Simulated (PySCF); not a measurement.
# Magnetisability: `[SiH3][Ge@H]([Cl])[GeH3]`, ClGe2H7Si

Geometry:
```tsv
atom	x (Å)	y (Å)	z (Å)
Si1	-1.979	-0.463	0.349
Ge2	-0.029	0.889	0.135
Cl3	-0.362	2.023	-1.708
Ge4	2.031	-0.331	-0.236
H5	-1.907	-1.275	1.602
H6	-3.193	0.406	0.378
H7	-2.037	-1.376	-0.831
H8	0.105	1.942	1.254
H9	2.387	-1.158	1.014
H10	1.831	-1.277	-1.431
H11	3.172	0.654	-0.542
```

Level of theory: GIAO B3LYP/cc-pVDZ magnetisability, rotational g tensor and spin-rotation constants, non-relativistic, gas phase (PySCF). Geometry: PBE0-D3(BJ)/def2-SVP.

The calculation is non-relativistic, which matters for the atoms heavier than Zn.

Q: How diamagnetic is it, and how anisotropic?

A: Isotropic -1626 × 10⁻³⁰ J/T², or -97.9 × 10⁻⁶ cm³/mol; principal values -1714, -1594, -1569 × 10⁻³⁰ J/T², anisotropy 134 × 10⁻³⁰ J/T² (root of half the summed squared differences of the principal values). The susceptibility is in cgs units.

Q: Split it along the inertial axes a, b, c into diamagnetic and paramagnetic parts about the centre of mass, with the quadrupole moment.

A: 
```csv
axis,χ (10⁻⁶ cm³/mol),diamagnetic (10⁻⁶ cm³/mol),paramagnetic (10⁻⁶ cm³/mol),summed x² of all electrons (Å²),quadrupole Θ (D Å)
a,-96.8,-715.7,618.9,239.3,+0.85
b,-101.0,-1177.5,1076.5,130.4,-2.77
c,-95.9,-1568.4,1472.4,38.3,+1.92
```
Anisotropies 2χaa − χbb − χcc = +3.3 and 2χbb − χaa − χcc = -9.2 × 10⁻⁶ cm³/mol. Θ is traceless in Buckingham's convention.

Q: And the rotational g tensor?

A: 
```tsv
axis	rotational constant (GHz)	g	nuclear part	electronic part
a	1.9395	-0.0192	0.5447	-0.5639
b	1.0186	-0.0071	0.5081	-0.5151
c	0.7501	-0.0079	0.5109	-0.5189
```
Asymmetric top; isotopes 35Cl, 74Ge, 1H, 28Si; no vibrational averaging.
